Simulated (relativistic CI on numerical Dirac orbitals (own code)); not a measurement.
# Zr3+: resonant inelastic scattering at the M2,3 edge

Computed with this model: Dirac-Coulomb-Breit CI, KLI orbitals optimised for each configuration, model QED, Kramers-Heisenberg scattering through one core-hole configuration in a parametric crystal field, unscaled Slater integrals; configurations [Kr] 4d → [Ne] 3s2 3p5 3d10 4s2 4p6 4d2; 80 K; core-hole width 1.2 eV; summed over polarisations. Incident energies are the highest absorption maxima for each field (at most a few, so the weaker spin-orbit partner edge can be absent), on the computed scale of the free ion. Intensities are in per cent of the strongest line above 0.02 eV; levels within 1 cm⁻¹ are merged; final levels count from the ground level, the first row holds all elastic scattering, lines under 0.4 are left out and each table stops after 24 rows. The scale of the Slater integrals is a model choice and moves the terms in proportion.

Field parameters in Wybourne normalisation: Oh B⁴₀ = 21Dq, B⁴₄ = √(5/14) B⁴₀. The field is a parameter set, without covalency.

S is read from ⟨S²⟩ = S(S + 1).

Oh, 10Dq = 6000 cm⁻¹:

```tsv
Final level (eV)	Degeneracy	Irrep	S	337.3 eV	350.1 eV	351.3 eV
0.000	4	Γ8	0.50	1241.9	179.2	174.0
0.089	2	Γ7	0.50	100.0	14.5	14.8
0.783	4	Γ8	0.50	95.4	15.8	27.3
```

Oh, 10Dq = 13500 cm⁻¹:

```tsv
Final level (eV)	Degeneracy	Irrep	S	337.3 eV	338.3 eV	351 eV
0.000	4	Γ8	0.50	1022.6	682.5	179.6
0.085	2	Γ7	0.50	89.6	63.7	7.2
1.707	4	Γ8	0.50	100.0	93.0	25.2
```

Oh, 10Dq = 21000 cm⁻¹:

```csv
Final level (eV),Degeneracy,Irrep,S,336.5 eV,337.9 eV,339 eV
0.000,4,Γ8,0.50,578.3,528.6,572.5
0.085,2,Γ7,0.50,42.8,66.7,29.1
2.635,4,Γ8,0.50,13.2,100.0,86.3
```

For the first field the strongest loss at the lowest incident energy is the level at 0.09 eV (S = 0.50, against 0.50 in the thermal ground state).
